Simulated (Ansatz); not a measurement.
The same molecule with X = O, S, Se. Ansatz, PBE0-D4/def2-TZVP geometries, multiplicity 1.

Scalar relativity is left out up to krypton.

```tsv
X	molecule	mean X–C bond length / Å	LUMO energy (B3LYP/def2-TZVPP) / eV	HOMO energy (PBE/def2-TZVPP) / eV	HOMO energy (ωB97M-V/def2-TZVPP) / eV
S	`C1=CSCC1`	1.786	-0.01	-4.76	-7.95
Se	`C1=C[Se]CC1`	1.929	-0.17	-4.71	-7.85
```

(1) Give the row for X = O, `C1=COCC1`. (An estimate is asked.)

Answers

(1) Ansatz gave: 
```csv
X,molecule,mean X–C bond length / Å,LUMO energy (B3LYP/def2-TZVPP) / eV,HOMO energy (PBE/def2-TZVPP) / eV,HOMO energy (ωB97M-V/def2-TZVPP) / eV
O,`C1=COCC1`,1.398,0.58,-4.91,-8.37
```

From O to Se the mean X–C bond length rises at each step, by 0.531 Å in all; the LUMO energy (B3LYP/def2-TZVPP) falls at each step, by 0.75 eV in all; the HOMO energy (PBE/def2-TZVPP) rises at each step, by 0.20 eV in all; the HOMO energy (ωB97M-V/def2-TZVPP) rises at each step, by 0.52 eV in all. Bonds lengthen as the atom grows down the group.

B3LYP here is the variant with VWN-RPA as its local correlation; programs differ in this.

Spin–orbit coupling is left out; it splits and shifts lone-pair levels of the heavy atoms by tenths of an eV.
